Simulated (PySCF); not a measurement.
C₆ coefficients of unlike pairs at PBE

Calculated with PySCF 2.14 from the dipole response of each species, C₆(A,B) = (3/π) ∫ α_A(iu) α_B(iu) du, in atomic units, from isotropic polarisabilities. For ions this is the dispersion term alone; charge-induced terms of lower order in 1/R come first.

```json
{"species": "Ar", "configuration": "[Ar] (1S)", "basis": "aug-cc-pVDZ-DK (5s4p2d)", "relativity": "spin-free X2C", "α (bohr³)": "10.26", "C₆ (like pair)": "60.40"}
{"species": "Mn", "configuration": "[Ar] 3d5 4s2 (6S)", "basis": "x2c-TZVPPall with one added diffuse shell each of s, p, d, f type (7s6p5d3f1g)", "relativity": "spin-free X2C", "α (bohr³)": "72.07", "C₆ (like pair)": "678.0"}
{"species": "I⁺", "configuration": "[Kr] 4d10 5s2 5p4 (3P)", "basis": "aug-cc-pwCVTZ-PP with ECP28MDF (8s7p6d4f1g)", "relativity": "core potential", "α (bohr³)": "20.65", "C₆ (like pair)": "179.9"}
{"species": "Zn", "configuration": "[Ar] 3d10 4s2 (1S)", "basis": "aug-cc-pVTZ-PP with ECP10MDF (6s6p5d3f2g)", "relativity": "core potential", "α (bohr³)": "38.37", "C₆ (like pair)": "273.7"}
```

Question: Estimate C₆ for Mn with Ar.

Answer: The integral gives 166.6. The combination rule 2 C_A C_B / (C_A α_B/α_A + C_B α_A/α_B) gives 157.3 and the geometric mean 202.4.

No spin-orbit coupling is included.

The other pairs:

```json
{"pair": "Zn, I⁺", "C₆": "208.3"}
{"pair": "Zn, Ar", "C₆": "114.3"}
{"pair": "I⁺, Mn", "C₆": "308.3"}
{"pair": "Zn, Mn", "C₆": "425.9"}
{"pair": "I⁺, Ar", "C₆": "103.2"}
```
